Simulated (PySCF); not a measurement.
Computed properties of Ga(H)(Me)(OH) (CH5GaO), SMILES [GaH]([CH3])[OH]

Ga(H)(Me)(OH) (CH5GaO), SMILES [OH][GaH][CH3]. Coordinates come from a PBE0-D3(BJ)/def2-SVP optimisation. Other conformers were not sampled. All values are computed for the isolated molecule unless a solvent is named; none is compared with measurement here.

**Structure.** The optimised structure has Cs symmetry. All 18 harmonic modes at PBE0-D3(BJ)/def2-SVP (PySCF) are real, so it is a minimum. With heavy atoms numbered as in [GaH:1]([CH3:3])[OH:7], the shortest bond between them is Ga1–O7 at 1.792 Å and the longest Ga1–C3 at 1.953 Å.

**Vibrations.** The strongest infrared lines (harmonic, unscaled, degenerate partners summed) lie at 1962 cm⁻¹ (209 km/mol, H 99 %), 488 cm⁻¹ (155 km/mol, H 90 %, O 8 %), 802 cm⁻¹ (104 km/mol, H 88 %, O 10 %). The softest mode is at 47 cm⁻¹ and the zero-point energy is 35.2 kcal/mol.

**Electronic structure.** r2SCAN/def2-TZVPD (PySCF) places the frontier levels at -7.14 and -1.23 eV, a gap of 5.91 eV, and gives a dipole moment of 1.16 D and a mean polarisability of 48.2 bohr³.

**Excitations.** TDA-M06-2X/def2-SVPD (PySCF) has S1 at 5.86 eV (212 nm, f = 0.003, weak); the most intense of the 10 singlets computed lies at 8.35 eV (f = 0.37). T1 (TDA) is at 5.46 eV, 0.40 eV under S1. No vertical singlet excitation falls in the visible range (under 3.1 eV).

**NMR.** GIAO shifts at KT2/pcSseg-1 (PySCF) (non-relativistic, atoms alike by connectivity averaged): ¹³C at -1.1 ppm against TMS; ¹H from 0.5 to 6.4 ppm against TMS.
